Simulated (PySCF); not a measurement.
C2H8FNOSi, SMILES C[Si@@](N)(O)CF.

Geometry: r2SCAN-D4/def2-SVP. The structure was generated by enumeration; whether it is a known compound was not checked. One conformer was computed; it need not be the lowest.

Level of theory: PySCF with TDDFT-PBE/def2-SVPD.

Vertical excitations. Gas-phase values at a fixed geometry.

Computed lowest excited states:
```
state  energy (eV)  λ (nm)      f                            main pairs
-----  -----------  ------  -----  ------------------------------------
S1            5.66     219  0.048                        HOMO→LUMO 99 %
S2            6.22     199  0.022                      HOMO→LUMO+1 98 %
S3            6.42     193  0.018                      HOMO−1→LUMO 99 %
S4            6.80     182  0.002                      HOMO→LUMO+2 94 %
S5            6.96     178  0.008  HOMO−1→LUMO+1 80 %, HOMO→LUMO+3 14 %
S6            7.00     177  0.008    HOMO→LUMO+3 77 %, HOMO−2→LUMO 12 %
S7            7.03     176  0.038                      HOMO−2→LUMO 86 %
S8            7.27     170  0.018                      HOMO→LUMO+4 99 %
S9            7.36     168  0.008                      HOMO−3→LUMO 99 %
S10           7.54     164  0.004                    HOMO−2→LUMO+1 89 %
T1            5.46     227      0                        HOMO→LUMO 99 %
T2            5.89     211      0                      HOMO→LUMO+1 99 %
T3            6.29     197      0                      HOMO−1→LUMO 98 %
T4            6.62     187      0  HOMO→LUMO+2 75 %, HOMO−1→LUMO+1 22 %
```
Triplets are in the Tamm–Dancoff approximation, which puts them higher than full response would, so one can lie above its singlet here.
